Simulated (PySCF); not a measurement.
Species: C₅H₆FNO₂.
SMILES with atom numbers: `[CH3:1][O:2][CH2:3][C@@:4]1([C:5]#[N:6])[O:7][C@H:8]1[F:9]`

Geometry (GFN2-xTB, Å), atoms numbered from 1 in this order:
```
atom  x, y, z in Å
C1     2.3500   -0.5303    0.3311
O2     1.0365   -0.1173    0.6243
C3     0.2586    0.0918   -0.5253
C4    -1.1316    0.4978   -0.0654
C5    -1.2054    1.7654    0.6071
N6    -1.2528    2.7758    1.1373
O7    -2.2249    0.1575   -0.8981
C8    -2.1264   -0.5404    0.2706
F9    -1.7649   -1.8327    0.1652
H10    2.8807    0.2268   -0.2573
H11    2.3519   -1.4780   -0.2192
H12    2.8460   -0.6630    1.2893
H13    0.6872    0.8897   -1.1536
H14    0.1800   -0.8254   -1.1291
H15   -2.8893   -0.4098    1.0315
```

NICS = −σ at a ghost point: NICS(0) at the centroid of the ring atoms, NICS(1) 1 Å to either side along the normal of their mean plane, zz for the tensor component along that normal. Level: GIAO PBE0/pcSseg-1 (PySCF, non-relativistic, gas phase) on the GFN2-xTB geometry, one conformer.

Ring bond lengths (Å), with Mayer bond orders in brackets: C4–O7 1.416 (0.88), O7–C8 1.365 (1.01), C8–C4 1.477 (0.93).

Question: What do the NICS probes read (ppm)?

Answer: 
```tsv
ring	type	NICS(0)	NICS(1), two faces	NICS(1)zz, two faces	rms pucker (Å)	centre to ring atoms, mean (Å)
C4–O7–C8	3-membered ring with O; formal bonds all single	-44.1	-5.7 / -7.6	-15.2 / -21.9	0.00	0.82
```

Question: What do they say, and how far can they be read as aromaticity?

Answer: 
- C4–O7–C8: mean NICS(1)zz -18.5 ppm, shielded. C4, C8 have four or more neighbours; no verdict on aromaticity is drawn. The two faces differ by 6.7 ppm, so no symmetry operation interchanges them. NICS(0) lies 37 ppm below the mean NICS(1).

Question: List the ring angles and the Hirshfeld charges of the ring atoms.

Answer: 
- C4–O7–C8: C4 56.3° (+0.072 e), O7 64.1° (-0.128 e), C8 59.6° (+0.127 e); sum 180.0° against 180° for a flat convex ring.
